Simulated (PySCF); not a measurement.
**Polarisability and C₆ of Os⁻ (osmium, charge -1)**

[Xe] 4f14 5d7 6s2, high-spin 4F determinant. All numbers are calculated (PySCF 2.14, a scalar-relativistic core potential, in aug-cc-pVQZ-PP with ECP60MDF). Coupled (time-dependent) response in atomic units; α is the mean over directions.

| method | mean α (bohr³) | C₆ (like pair) | S(−4) |
| --- | --- | --- | --- |
| UHF | 3044 | 79180 | 27050000 |

S(−4) is the Cauchy moment in α(ω) = α(0) + S(−4) ω² + …

Spin-orbit coupling is absent.

α(iu) at UHF:

| u (hartree) | α(iu) (bohr³) |
| --- | --- |
| 0 | 3044 |
| 0.0500 | 235.9 |
| 0.100 | 113.1 |
| 0.200 | 52.60 |
| 0.300 | 32.42 |
| 0.500 | 17.42 |
| 0.750 | 10.56 |
| 1.00 | 7.322 |
| 1.50 | 4.247 |
| 2.00 | 2.807 |
| 3.00 | 1.493 |
| 5.00 | 0.6216 |

A single London oscillator, α(iu) = α/(1 + u²/ω²), gives C₆ = (3/4) ω α². Matching the computed C₆ needs ω = 4 × 79180 / (3 × 3044²) = 0.0114 hartree.

For an ion, C₆ is the dispersion term alone; charge-induced terms of lower order in 1/R come first.

Energies and moments cover only the electrons outside the core potential. Spin-orbit coupling, absent here, splits the open shell strongly. ⟨S²⟩ = 3.97 against 3.75 shows spin contamination. The outer electron is barely bound at this level, so radii and moments hang on the diffuse functions.
